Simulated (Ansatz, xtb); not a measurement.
**Two isomers of C5H7NOSi**

We compare X, `N[Si]1(C=O)C=CC=C1`, a singlet, with Y, `N[SiH]1C=CC=C1C=O`, a singlet. Both are isolated molecules in the gas phase, relaxed with PBE-D3(BJ)/def2-SVP, each in the lowest conformer that the search found.

Estimate E(Y) − E(X) at the level CCSD(T)/def2-SVP + ΔMP2/def2-TZVPP.

Calculated at CCSD(T)/def2-SVP + ΔMP2/def2-TZVPP: E(Y) − E(X) = −22.4 kJ/mol, so structure Y lies lower.

How the difference moves with the method:

```
                             level             geometry  E(Y) − E(X) (kJ/mol)  departure from the last row (kJ/mol)  job, with rough time for the two
                          GFN2-xTB             GFN2-xTB                   −96.0                                 −73.5              optimisation, 0.29 s
                         HF/STO-3G             GFN2-xTB                    +4.9                                 +27.4              single point, 0.74 s
                r2SCAN-D4/def2-SVP             GFN2-xTB                   −37.6                                 −15.2               single point, 9.3 s
               PBE-D3(BJ)/def2-SVP  PBE-D3(BJ)/def2-SVP                   −32.3                                  −9.9                optimisation, 87 s
                       HF/def2-SVP  PBE-D3(BJ)/def2-SVP                   −36.4                                 −13.9           part of the CCSD(T) run
                      MP2/def2-SVP  PBE-D3(BJ)/def2-SVP                   −37.7                                 −15.2           part of the CCSD(T) run
                  CCSD(T)/def2-SVP  PBE-D3(BJ)/def2-SVP                   −34.9                                 −12.5                      single point
CCSD(T)/def2-SVP + ΔMP2/def2-TZVPP  PBE-D3(BJ)/def2-SVP                   −22.4                                                   single point, 3.6 min
```

As drawn, Y has 1 C–C, 1 Si–H in place of 1 C–Si, 1 C–H.

HF/STO-3G puts the two in the other order. The largest departure from CCSD(T)/def2-SVP + ΔMP2/def2-TZVPP is that of GFN2-xTB, 73.5 kJ/mol. The last row adds to CCSD(T) the change of the MP2 difference between the two basis sets, here +12.5 kJ/mol.

With thermal terms from frequencies at re-optimised GFN2-xTB minima (ideal gas, soft modes damped towards free rotors, one conformer each, 298.15 K, 1 atm): on the last row, ΔE + ΔZPE = −26.1, ΔH = −27.1, ΔG = −24.5 kJ/mol.

The correlated steps freeze 12 core orbitals. Run with Ansatz 0.2.0, xtb 6.7.1; the last row on 2 threads of Arm Neoverse V2 on a shared host.
